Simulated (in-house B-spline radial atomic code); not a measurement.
**RPA and G0W0 on LC-wPBE: Cs4+**

Configuration [Kr] 4d10 5s2 5p3, highest spin, mean-field start LC-wPBE. Computed with a B-spline radial code for spherical atoms: all electrons, scalar-relativistic (spin-free one-electron X2C), finite nucleus, each spin shell either full or empty, empty states to l = 9 with an (l + 1/2)⁻⁴ tail; G0W0 by contour deformation at full frequency.

Spin-orbit coupling, left out, splits p levels strongly here.

Command:
```bash
python run_gw.py task.json out
```
Settings (radii: box in bohr, nucleus in fm):
```
Z                        55
electrons                51
configuration            [Kr] 4d10 5s2 5p3
hamiltonian              x2c
method                   lc_wpbe
lmax                     9
rms_radius               4.8041
spin_polarised           True
box_radius               11.96
intervals                67
```

Time taken, with all properties: 8.9 s on 1 thread of Arm Neoverse N1, with other jobs on the host.

Energies (hartree):

```
                                     term        value
                         mean-field total  -7781.86055
Hartree-Fock functional on these orbitals  -7779.39633
                      direct second order      -4.5055
                    second-order exchange       1.2351
                         SOSEX correction       1.1619
```

Q: What is the RPA correlation energy, and what remains with SOSEX?

A: RPA gives -4.0058 hartree (-2.14 eV per electron); RPA + SOSEX gives -2.8439, and the second-order doubles -3.2704 hartree (no singles). SOSEX takes back 29 % of the RPA value.

Quasi-particle levels (eV):

```json
{"level": "5p up", "occupied": "yes", "mean field": "-56.80", "Σx - vxc": "-0.93", "Σc": "?", "QP weight": "?", "G0W0": "?"}
{"level": "5s down", "occupied": "yes", "mean field": "-68.54", "Σx - vxc": "1.23", "Σc": "-2.77", "QP weight": "0.964", "G0W0": "-70.08"}
{"level": "5p down", "occupied": "no", "mean field": "-44.80", "Σx - vxc": "3.14", "Σc": "-2.44", "QP weight": "0.963", "G0W0": "-44.10"}
```

G0W0 = mean field + (Σx - vxc) + Σc, with Σc (partial-wave tail included) taken at the quasi-particle energy. Only the outer levels were computed. Levels of low weight are left out.

Q: Where does G0W0 put 5p up?

A: At -58.54 eV, with Σc = -0.80 eV and a quasi-particle weight of 0.964. The tabulated removal energy is 56 ± 1.9 eV (NIST, tabulated theory); the calculation leaves out spin-orbit coupling, Breit and QED terms, and what these don't explain is the method's own error.
